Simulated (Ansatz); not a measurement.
Cost and result for the atomization energy of CH$_{7}$BO$_{2}$Si (`COBO[SiH3]`) (12 atoms, 11 bonds).

```xyz
12

C     0.6527   -0.9382   -1.8792
O     0.3122   -0.4079   -0.6173
B    -0.6071    0.5765   -0.4763
O    -0.8868    1.0364    0.7675
Si   -0.2653    0.5766    2.2314
H     0.0967   -0.4473   -2.6829
H     1.7228   -0.8007   -2.0478
H     0.4303   -2.0072   -1.8906
H    -1.1707    1.0428   -1.4277
H    -0.5275   -0.8625    2.4846
H     1.1960    0.8334    2.2831
H    -0.9533    1.3980    3.2551
```

Total charge 0; spin multiplicity 1. The geometry is a stationary point of PBE0-D4/def2-TZVP. It is one conformer, not always the lowest. Program: Ansatz. All runs use 4 threads of an AMD EPYC 9R45 on a shared host. Times are those of one run each, without the atoms' runs, and a repeat can differ threefold. Electronic energies, without spin–orbit coupling; frozen cores. CCSD(T)/CBS adds CCSD(T) − MP2 in def2-TZVPP to the MP2 limit, and its time is that of the two runs behind it. T1 = 0.013. B3LYP takes the VWN-RPA correlation (the form of Gaussian; ORCA's B3LYP/G). HSE06 is the plane-wave form, built on full-range PBE exchange.

CCSD(T)/CBS is a level of theory with its own doubt, some kJ/mol a heavy atom from the limit and from the frozen cores, so smaller differences don't rank the functionals.

```json
{"level": "BLYP-D4/def2-TZVPP", "functions": "264", "wall time": "0.9 s", "atomization (kcal/mol)": "1096.9", "difference from CCSD(T)/CBS": "-3.1", "per bond": "-0.3"}
{"level": "HSE06-D4/def2-TZVPP", "functions": "264", "wall time": "1.2 s", "atomization (kcal/mol)": "1093.6", "difference from CCSD(T)/CBS": "-6.4", "per bond": "-0.6"}
{"level": "CAM-B3LYP-D4/def2-TZVPP", "functions": "264", "wall time": "1.4 s", "atomization (kcal/mol)": "1108.3", "difference from CCSD(T)/CBS": "8.3", "per bond": "0.8"}
{"level": "B3LYP-D4/def2-TZVPP (with forces)", "functions": "264", "wall time": "1.8 s", "atomization (kcal/mol)": "1100.3", "difference from CCSD(T)/CBS": "0.3", "per bond": "0.0"}
{"level": "r2SCANh-D4/def2-TZVPP", "functions": "264", "wall time": "1.8 s", "atomization (kcal/mol)": "1095.8", "difference from CCSD(T)/CBS": "-4.2", "per bond": "-0.4"}
{"level": "CCSD(T)/def2-SVP", "functions": "109", "wall time": "1.9 s", "atomization (kcal/mol)": "1043.7", "difference from CCSD(T)/CBS": "-56.3", "per bond": "-5.1"}
{"level": "B2PLYP/def2-TZVPP", "functions": "264", "wall time": "2.1 s", "atomization (kcal/mol)": "1090.7", "difference from CCSD(T)/CBS": "-9.3", "per bond": "-0.8"}
{"level": "PBE-QIDH/def2-TZVPP", "functions": "264", "wall time": "2.1 s", "atomization (kcal/mol)": "1089.6", "difference from CCSD(T)/CBS": "-10.4", "per bond": "-0.9"}
{"level": "ωB97X-V/def2-TZVPP", "functions": "264", "wall time": "2.8 s", "atomization (kcal/mol)": "1102.4", "difference from CCSD(T)/CBS": "2.4", "per bond": "0.2"}
{"level": "B97M-V/def2-TZVPP", "functions": "264", "wall time": "3 s", "atomization (kcal/mol)": "1101.6", "difference from CCSD(T)/CBS": "1.6", "per bond": "0.1"}
{"level": "MP2/def2-QZVPP", "functions": "508", "wall time": "8.5 s", "atomization (kcal/mol)": "1106.9", "difference from CCSD(T)/CBS": "6.9", "per bond": "0.6"}
{"level": "CCSD(T)/def2-TZVPP", "functions": "264", "wall time": "52 s", "atomization (kcal/mol)": "1073.4", "difference from CCSD(T)/CBS": "-26.6", "per bond": "-2.4"}
{"level": "CCSD(T)/CBS(def2)", "functions": "–", "wall time": "61 s", "atomization (kcal/mol)": "1100.0", "difference from CCSD(T)/CBS": "0.0", "per bond": "0.0"}
```

From PBE to PBE0 (25 % exact exchange), in def2-TZVPP and without D4, the atomization energy moves by −15.5 kcal/mol: exact exchange takes away binding that semilocal exchange gives to molecules. Leaving LDA and LC-ωPBE aside and taking each functional with its dispersion term where it has one, the values, not all of them listed here, spread over 35.3 kcal/mol, from BHLYP-D4 to PBE-D4. LDA lies +140.2 kcal/mol from PBE without D4, its usual overbinding. In def2-TZVPP, CCSD(T) changes the Hartree–Fock value by +244.7 kcal/mol (the triples alone add +13.1 kcal/mol) and MP2 by +262.2 kcal/mol; breaking electron pairs costs correlation energy, which Hartree–Fock lacks.
